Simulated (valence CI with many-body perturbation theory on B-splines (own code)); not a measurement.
# Forbidden lines of Hg⁷⁴⁺

Method: valence CI with perturbative core correlation (CI+MBPT): four valence electrons over a frozen Dirac-Fock core [He], a basis of 11 s, 11 p, 10 d, 8 f, 5 g, 2 h functions for each j, with the one-electron correlation potential Σ1, the two-electron term Σ2, the three-electron term Σ3, Breit, model QED; selected CI, second order for the rest, scaled by the run's own slope (own B-spline code, finite nucleus).

No measured spectrum was set against this ion. As an estimate, large intervals hold to a few tenths of a per cent, small ones and those within an open d or f shell to about a per cent. Among the levels kept, up to 1400 cm⁻¹ of a level comes from second order outside the variational space, and about a tenth of that is noise between levels of different J, which matters for small intervals.

Lines 51 to 91 of 91 in falling wavelength, among levels below 144360 × 10³ cm⁻¹, chosen from the decays that carry over 1 % of a level's rate. Wavelengths and rates use the calculated energies. Electric multipoles are in the length gauge with retardation, E1 and E2 with the static RPA response of the core. M1 uses the relativistic operator with retardation. S is in atomic units (e²a₀⁴ for E2 and M2, e²a₀⁶ for E3), for M1 in squared Bohr magnetons. Weak lines are less certain than strong ones. Lines between different terms over intervals too small for the method are left out, as are lines whose strength nearly cancels. The highest levels of a list are the least certain.

Levels are named by their leading jj configuration (3d3/2^4 stands for four electrons in 3d with j = 3/2), which in mixed levels can hold well under half, so a name can repeat and another be missing. Letters in brackets count levels of one name in rising energy.

| λ vac (nm) | Upper | Lower | Type | A (s⁻¹) | S (a.u.) |
| --- | --- | --- | --- | --- | --- |
| 0.09350 | (2s^2 2p1/2 3p3/2) J=2 | (2s^2 2p1/2^2) J=0 | E2 | 2.37e+12 | 7.55e-06 |
| 0.09349 | (2s^2 2p1/2 3p3/2) J=1 | (2s^2 2p1/2^2) J=0 | M1 | 7.18e+10 | 6.53e-03 |
| 0.09340 | (2s 2p3/2^2 3p3/2) J=2 [c] | (2s 2p1/2 2p3/2^2) J=1 [b] | E2 | 8.15e+11 | 2.58e-06 |
| 0.09336 | (2s 2p3/2^2 3p3/2) J=2 [c] | (2s 2p1/2 2p3/2^2) J=2 [b] | E2 | 1.18e+12 | 3.72e-06 |
| 0.09335 | (2s^2 2p3/2 3p3/2) J=3 | (2s^2 2p1/2 2p3/2) J=2 | E2 | 1.21e+12 | 5.36e-06 |
| 0.09334 | (2s^2 2p3/2 3p3/2) J=1 | (2s^2 2p1/2 2p3/2) J=2 | E2 | 2.57e+12 | 4.88e-06 |
| 0.09331 | (2s 2p3/2^2 3p3/2) J=4 | (2s 2p1/2 2p3/2^2) J=2 [a] | E2 | 2.02e+12 | 1.15e-05 |
| 0.09322 | (2s^2 2p3/2 3p3/2) J=3 | (2s^2 2p1/2 2p3/2) J=1 | E2 | 1.77e+12 | 7.80e-06 |
| 0.09321 | (2s^2 2p3/2 3p3/2) J=1 | (2s^2 2p1/2 2p3/2) J=1 | E2 | 2.96e+11 | 5.59e-07 |
| 0.09310 | (2s^2 2p3/2 3p3/2) J=2 | (2s^2 2p1/2 2p3/2) J=2 | E2 | 2.07e+12 | 6.45e-06 |
| 0.09298 | (2s^2 2p3/2 3p3/2) J=2 | (2s^2 2p1/2 2p3/2) J=1 | E2 | 8.94e+11 | 2.77e-06 |
| 0.09289 | (2s^2 2p3/2 3p3/2) J=0 | (2s^2 2p1/2 2p3/2) J=2 | E2 | 2.92e+12 | 1.80e-06 |
| 0.09209 | (2s 2p1/2 2p3/2 3d5/2) J=5 | (2s 2p1/2^2 2p3/2) J=2 | E3 | 2.47e+10 | 4.85e-07 |
| 0.09170 | (2s^2 2p3/2 3d5/2) J=4 | (2s^2 2p1/2 2p3/2) J=2 | M2 | 1.15e+11 | 5.97e-07 |
| 0.09158 | (2s^2 2p3/2 3d5/2) J=4 | (2s^2 2p1/2 2p3/2) J=1 | E3 | 1.60e+10 | 2.47e-07 |
| 0.09096 | (2p1/2^2 2p3/2 3d3/2) J=2 | (2s 2p1/2^2 2p3/2) J=1 | E2 | 5.71e+12 | 1.59e-05 |
| 0.09096 | (2s 2p1/2 2p3/2 3d3/2) J=3 [a] | (2s^2 2p1/2 2p3/2) J=1 | E2 | 7.42e+12 | 2.89e-05 |
| 0.09091 | (2p1/2^2 2p3/2 3d3/2) J=3 | (2s 2p1/2^2 2p3/2) J=1 | E2 | 8.40e+12 | 3.26e-05 |
| 0.09085 | (2s 2p1/2 2p3/2 3d3/2) J=4 | (2s^2 2p1/2 2p3/2) J=2 | E2 | 1.01e+13 | 5.04e-05 |
| 0.09078 | (2s 2p1/2^2 3d3/2) J=2 | (2s^2 2p1/2^2) J=0 | E2 | 1.10e+13 | 3.02e-05 |
| 0.09032 | (2s 2p1/2 2p3/2 3d3/2) J=3 [c] | (2s^2 2p1/2 2p3/2) J=2 | E2 | 5.31e+12 | 1.99e-05 |
| 0.09031 | (2p1/2^2 2p3/2 3d3/2) J=2 | (2s 2p1/2^2 2p3/2) J=2 | E2 | 1.09e+13 | 2.94e-05 |
| 0.09026 | (2p1/2^2 2p3/2 3d3/2) J=3 | (2s 2p1/2^2 2p3/2) J=2 | E2 | 8.09e+12 | 3.03e-05 |
| 0.09023 | (2s 2p1/2 2p3/2 3d3/2) J=2 [c] | (2s^2 2p1/2 2p3/2) J=1 | E2 | 3.34e+12 | 8.93e-06 |
| 0.09023 | (2p1/2^2 2p3/2 3d3/2) J=1 | (2s 2p1/2^2 2p3/2) J=2 | E2 | 1.52e+13 | 2.44e-05 |
| 0.09019 | (2p1/2^2 2p3/2 3d3/2) J=0 | (2s 2p1/2^2 2p3/2) J=2 | E2 | 1.66e+13 | 8.85e-06 |
| 0.09019 | (2s 2p1/2 2p3/2 3d5/2) J=4 [a] | (2s^2 2p1/2 2p3/2) J=2 | E2 | 9.22e+11 | 4.42e-06 |
| 0.08966 | (2s 2p1/2 2p3/2 3d5/2) J=2 [b] | (2s^2 2p1/2 2p3/2) J=2 | E2 | 2.03e+13 | 5.26e-05 |
| 0.08961 | (2s 2p1/2^2 3d5/2) J=2 | (2s^2 2p1/2^2) J=0 | E2 | 2.22e+13 | 5.73e-05 |
| 0.08957 | (2s 2p1/2 2p3/2 3d5/2) J=1 [b] | (2s^2 2p1/2 2p3/2) J=2 | E2 | 2.32e+13 | 3.58e-05 |
| 0.08952 | (2s 2p1/2 2p3/2 3d5/2) J=0 | (2s^2 2p1/2 2p3/2) J=2 | E2 | 2.28e+13 | 1.17e-05 |
| 0.08931 | (2p1/2^2 2p3/2 3d5/2) J=4 | (2s 2p1/2^2 2p3/2) J=2 | E2 | 1.70e+13 | 7.78e-05 |
| 0.08927 | (2s 2p1/2 2p3/2 3d5/2) J=4 [c] | (2s^2 2p1/2 2p3/2) J=2 | E2 | 1.18e+13 | 5.39e-05 |
| 0.08919 | (2s 2p1/2 2p3/2 3d5/2) J=3 [c] | (2s^2 2p1/2 2p3/2) J=1 | E2 | 1.18e+13 | 4.17e-05 |
| 0.08335 | (2s^2 2p1/2 4p1/2) J=0 | (2s^2 2p1/2 2p3/2) J=2 | E2 | 1.52e+12 | 5.46e-07 |
| 0.08182 | (2s 2p1/2^2 4f7/2) J=3 | (2s 2p1/2^2 2p3/2) J=1 | E2 | 9.13e+12 | 2.09e-05 |
| 0.08130 | (2s 2p1/2^2 4f7/2) J=4 | (2s 2p1/2^2 2p3/2) J=2 | E2 | 1.01e+13 | 2.89e-05 |
| 0.08122 | (2s^2 2p1/2 4f7/2) J=4 | (2s^2 2p1/2 2p3/2) J=2 | E2 | 1.02e+13 | 2.88e-05 |
| 0.08112 | (2s^2 2p1/2 4f7/2) J=3 | (2s^2 2p1/2 2p3/2) J=1 | E2 | 8.77e+12 | 1.93e-05 |
| 0.07222 | (2s^2 2p1/2 4p3/2) J=2 | (2s^2 2p1/2^2) J=0 | E2 | 9.84e+11 | 8.63e-07 |
| 0.07172 | (2s^2 2p1/2 4f5/2) J=2 | (2s^2 2p1/2^2) J=0 | E2 | 9.80e+12 | 8.31e-06 |
